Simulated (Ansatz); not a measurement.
`C[SiH2][O][ZnH]` and `BO[SiH2]C` differ in one atom or group.

Ansatz, PBE0-D4/def2-TZVP geometries, multiplicity 1. Each molecule was computed in one conformer, which needn't be the lowest.

Scalar relativity is left out up to krypton.

| property | `C[SiH2][O][ZnH]` |
| --- | --- |
| size of the dipole moment (ωB97M-V/def2-TZVPP) / D | 1.22 |
| zero-point energy (PBE0-D4/def2-TZVP) / kJ/mol | 169.1 |
| HOMO–LUMO gap (PBE/def2-TZVPP) / eV | 5.38 |
| LUMO energy (PBE/def2-TZVPP) / eV | -1.21 |
| HOMO–LUMO gap (PBE0/def2-TZVPP) / eV | 7.57 |
| LUMO energy (B3LYP/def2-TZVPP) / eV | -0.70 |

Question: What does the change do to each property? (Estimate.)

Answer: Computed: 
| property | `BO[SiH2]C` | shift |
| --- | --- | --- |
| size of the dipole moment (ωB97M-V/def2-TZVPP) / D | 1.52 | 0.30 |
| zero-point energy (PBE0-D4/def2-TZVP) / kJ/mol | 209.2 | 40.1 |
| HOMO–LUMO gap (PBE/def2-TZVPP) / eV | 5.31 | -0.07 |
| LUMO energy (PBE/def2-TZVPP) / eV | -1.53 | -0.32 |
| HOMO–LUMO gap (PBE0/def2-TZVPP) / eV | 7.79 | 0.22 |
| LUMO energy (B3LYP/def2-TZVPP) / eV | -0.78 | -0.08 |

With PBE0 the HOMO falls by 0.34 eV and the LUMO falls by 0.11 eV, so the gap widens by about 0.23 eV. PBE moves the HOMO by -0.25 eV and ωB97M-V by -0.39 eV. The zero-point energy changes by 40.1 kJ/mol with +3 modes. Dipoles are sizes alone; their direction can turn.

B3LYP here is the variant with VWN-RPA as its local correlation; programs differ in this.
